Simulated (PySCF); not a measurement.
Excitations are Tamm–Dancoff values on a coarser integration grid. The basis has no diffuse functions, so Rydberg states are missing or too high.

H₃AlS, SMILES `[SH][AlH2]` (H–Al–S–H torsion 180°) (charge 0, multiplicity 1)

Computed with PySCF with r2SCAN-D4/def2-TZVP.

```json
{
 "HOMO": "-6.96 eV",
 "dipole_moment": "0.96 D",
 "LUMO": "-1.82 eV",
 "HOMO–LUMO gap": "5.14 eV",
 "S1 excitation (TDA)": "5.60 eV",
 "S1 oscillator strength": "0.088",
 "brightest of the four lowest singlets (TDA)": "5.60 eV",
 "T1 excitation (TDA)": "4.56 eV",
 "S1–T1 gap (TDA)": "1.04 eV",
 "total_energy": "-642.4129 Ha",
 "cost": "very roughly 100 core-seconds"
}
```

```xyz
5

Al    -0.6386    -0.1281    -0.0201
S      1.4788    -0.5673     0.2801
H     -1.6457    -1.3182     0.2197
H     -1.0624     1.3305    -0.4545
H      1.8679     0.6831    -0.0252
```
Charge 0, spin multiplicity 1.
